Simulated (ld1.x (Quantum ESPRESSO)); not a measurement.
## An all-electron radial function and its pseudo partner (neon)

Columns: radius, all-electron u(r) and pseudo u(r) of the 2p shell (level -13.42 eV) of neon in the configuration [He] 2s2 2p6; BP86, scalar-relativistic, TM scheme, ld1.x (Quantum ESPRESSO) 7.5.

| r (bohr) | all-electron | pseudo |
| --- | --- | --- |
| 0.065 | 0.0889 | 0.0304 |
| 0.130 | 0.2639 | 0.1179 |
| 0.195 | 0.4483 | 0.2513 |
| 0.260 | 0.6106 | 0.4137 |
| 0.325 | 0.7404 | 0.5851 |
| 0.390 | 0.8368 | 0.7453 |
| 0.455 | 0.9025 | 0.8777 |
| 0.520 | 0.9417 | 0.9719 |
| 0.585 | 0.9595 | 1.0249 |
| 0.650 | 0.9605 | 1.0402 |
| 0.715 | 0.9488 | 1.0258 |
| 0.780 | 0.9279 | 0.9914 |
| 0.845 | 0.9003 | 0.9460 |
| 0.910 | 0.8682 | 0.8969 |
| 0.975 | 0.8332 | 0.8486 |
| 1.040 | 0.7966 | 0.8033 |
| 1.105 | 0.7593 | 0.7614 |
| 1.170 | 0.7219 | 0.7223 |
| 1.235 | 0.6850 | 0.6850 |
| 1.300 | 0.6488 | 0.6488 |
| 1.365 | 0.6137 | 0.6137 |
| 1.430 | 0.5798 | 0.5798 |
| 1.495 | 0.5473 | 0.5473 |
| 1.560 | 0.5161 | 0.5161 |
| 1.625 | 0.4864 | 0.4864 |
| 1.690 | 0.4581 | 0.4581 |

Q: How many radial nodes do the two functions have?

A: The all-electron 2p function has n − l − 1 = 0; the pseudo-wave has 0.

Q: At about which radius was the pseudo-wave matched?

A: 1.30 bohr. The columns agree to 0.0005 from 1.17 bohr on; several derivatives are matched, so the curves merge somewhat inside the radius.

Q: Is the pseudo-wave norm-conserving?

A: Yes: the TM scheme keeps the norm inside the radius equal to the all-electron one, which fixes the energy derivative of the logarithmic derivative at the level.
